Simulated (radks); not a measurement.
Species: K3+. Configuration: [Ne] 3s2 3p4 (the NIST ground configuration).

Method: non-relativistic Kohn-Sham, TASK exchange with Perdew-Wang LDA correlation, spin-polarised, spherical densities, point nucleus; open shells are filled with parallel spins first; meta-GGA in the generalised Kohn-Sham scheme; computed with a radial shooting solver on a logarithmic mesh with Libxc functionals.

Energy parts (eV):
part                      energy
total                 -16235.256
kinetic                16209.822
electron-nucleus      -37881.810
Hartree                 6307.400
exchange-correlation    -870.668

Orbitals (lengths in bohr, moments of r in powers of bohr; <r^-3> diverges for s and p1/2):
| orbital | occ. | eigenvalue (eV) | <r^2> | <r^4> | <r^-3> |
|---|---|---|---|---|---|
| 1s up | 1 | -3567.656 | 0.008980 | 0.0002077 | - |
| 1s down | 1 | -3566.812 | 0.008976 | 0.0002075 | - |
| 2s up | 1 | -400.7937 | 0.1797 | 0.05778 | - |
| 2s down | 1 | -400.1857 | 0.1791 | 0.05719 | - |
| 2p up | 3 | -328.8890 | 0.1520 | 0.04871 | 153.2 |
| 2p down | 3 | -327.8521 | 0.1515 | 0.04816 | 152.9 |
| 3s up | 1 | -75.6336 | 1.674 | 4.384 | - |
| 3s down | 1 | -71.7494 | 1.723 | 4.667 | - |
| 3p up | 3 | -57.3182 | 1.914 | 5.960 | 17.40 |
| 3p down | 1 | -53.3634 | 1.986 | 6.495 | 16.68 |

The highest occupied level is 3p down at -53.363 eV. For comparison, the ionisation energy in NIST's Atomic Spectra Database is 60.92 eV (semi-empirical). In exact Kohn-Sham theory the highest level is minus the ionisation energy, but local and semilocal functionals leave it too shallow, through self-interaction and a potential that decays too fast; potentials with the right tail come closer. The spin density at the nucleus is 0.2666 e/bohr^3 (1s -0.8181, 2s 0.1999, 3s 0.8849), a Fermi contact field of 14 T. The density falls to 0.001 e/bohr^3 at r = 2.87 bohr. Spin moment in Bohr magnetons: 2. Summed over all electrons, <r^2> = 12.41 bohr^2, which gives a Langevin (diamagnetic) susceptibility term of -9.83 x 10^-6 cm^3/mol. Virial ratio -V/T = 2.00157. The electron density at the nucleus is 4539 e/bohr^3.
